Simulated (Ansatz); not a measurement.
The same substitution along the group B, Al, Ga, In.

Calculated with Ansatz (gas phase, PBE0-D4/def2-TZVP geometries, no zero-point term in ΔE). CBS: MP2 limit from def2 TZ/QZ plus the TZ coupled-cluster correction, frozen cores. This one scheme is used for every species. Functionals use def2-TZVPP. B3LYP here is the variant with VWN-RPA as its local correlation; programs differ in this. Elements past krypton have def2 core potentials. For Ga, Ge, In outer-core shells are correlated without core-valence functions, which leaves a few kJ/mol of doubt a bond. Scalar relativity is left out up to krypton. One conformer a species, not always the lowest.

```tsv
reaction	CCSD(T)/CBS(def2) (kcal/mol)
`CNB(F)F` + `[SiH3][NH][GeH3]` → `C[N]([SiH3])[GeH3]` + `NB(F)F`	?
`C[NH][Al]([F])[F]` + `[SiH3][NH][GeH3]` → `C[N]([SiH3])[GeH3]` + `[NH2][Al]([F])[F]`	-1.3
`C[NH][Ga]([F])[F]` + `[SiH3][NH][GeH3]` → `C[N]([SiH3])[GeH3]` + `[NH2][Ga]([F])[F]`	-0.4
`C[NH][In]([F])[F]` + `[SiH3][NH][GeH3]` → `C[N]([SiH3])[GeH3]` + `[NH2][In]([F])[F]`	-1.3
```

**Question.** Fill in the missing values. (An estimate is asked.)

**Answer.** Ansatz gave: `CNB(F)F` + `[SiH3][NH][GeH3]` → `C[N]([SiH3])[GeH3]` + `NB(F)F`: +1.2 kcal/mol.

Largest T1 diagnostic: 0.016, for `[NH2][In]([F])[F]`.
